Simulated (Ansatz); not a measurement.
A made-up structure of CH4BrSi (charge +1), closed shell:

```
7
angstrom
Si 0.7692 -0.6366 0.1273
C -0.6997 0.5383 -0.1971
Br 1.9706 -0.7969 2.0938
H -1.4530 -0.1572 -0.4662
H -0.3345 1.0791 -1.0324
H -0.8717 1.0992 0.6858
H 1.2305 -1.5244 -0.8804
```

It is relaxed with PBE-D4/def2-SVP and then PBE0-D4/def2-TZVP (Ansatz 0.2.0). Atoms count as bonded within 1.22 times the sum of their covalent radii (H–H: 0.88 Å). The end point is not checked to be a true minimum.

Q: Does its bonding change? (A judgement: the text doesn't fix the answer.)

A: The calculation gives: No: no bond forms or breaks.

Where it ends: The first stage lowers the energy by 0.55 eV in 5 steps. It ends as CH₄BrSi ([CH3][SiH][Br]), total charge +1:
```
7
angstrom
Si 0.7897 -0.6464 0.1440
C -0.6042 0.4723 -0.1557
Br 1.8249 -0.7196 1.9837
H -1.4760 -0.1289 -0.4460
H -0.3589 1.1095 -1.0157
H -0.8434 1.0876 0.7118
H 1.2793 -1.5729 -0.8913
```

Labels in which every atom is bracketed show which atoms are joined, not bond orders.

For scale, one of the runs: PBE0-D4/def2-TZVP relaxation, 140 basis functions, launched by `ansatz run in.yaml --threads 2 --pin off --events-out ev --progress --plain --max-ram 4352MiB`. Hardware: 2 CPU threads of an Arm Neoverse V2, shared host. Wall time about 20 s.
